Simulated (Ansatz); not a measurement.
The first iterations of a band of a periodic cell of 15 atoms, TiW14 (host W, host structure bcc, dopant Ti, one W atom removed).

The calculation used DFT PBE, scalar-relativistic, plane waves, PAW (Ansatz 0.2.0). Settings: PAW set soft_1, cutoff 420 eV, k mesh 3x3x3, gaussian smearing 0.05 eV, no spin polarisation.

```json
{
 "movable images": "2",
 "climbing image": "no",
 "spring": "5.0 eV/Å²",
 "optimiser": "quadratic models (default)",
 "start path": "default",
 "force threshold": "0.05 eV/Å",
 "iteration limit": "50",
 "end points": "relaxed"
}
```

Initial state:

```xyz
15
Lattice="6.3200 0.0000 0.0000 0.0000 6.3200 0.0000 0.0000 0.0000 6.3200" Properties=species:S:1:pos:R:3
W 0.010 0.002 0.017
W 3.178 -0.014 0.001
W -0.005 3.169 -0.006
W -0.005 -0.022 3.184
Ti 1.539 1.626 1.641
W 3.163 3.155 0.017
W 3.163 0.002 3.170
W 4.758 1.585 1.600
W 1.579 4.726 1.600
W 1.579 1.585 4.741
W 3.186 3.169 3.184
W 4.776 4.709 1.620
W 4.776 1.605 4.724
W 1.559 4.709 4.724
W 4.753 4.731 4.746
```

Final state:

Only the atoms that move by more than 0.05 Å are listed.
```
Ti5 0.047 3.113 3.113
W7 3.131 0.029 3.134
W8 4.720 1.569 1.569
W11 3.147 3.153 3.153
W12 4.744 4.736 1.583
```

| iteration | highest image above the first end (eV) | largest band force component (eV/Å) |
| --- | --- | --- |
| 1 | 1.125 | 0.920 |
| 2 | 1.607 | 1.536 |

**Question.** Does the band converge within its limit, and where does its top end?

**Answer.** The run converged. It ended after 5 iterations with the highest image 0.828 eV above the first end. No image climbed, so the highest image needn't sit at the top of the path. Limits of this set-up: coarse k mesh, a small cell, in which the defect meets its images.

The run took 2.9 min on 4 threads of Intel(R) Xeon(R) Platinum 8375C CPU @ 2.90GHz (Ice Lake), on a shared host, peak memory 1.8 GiB.
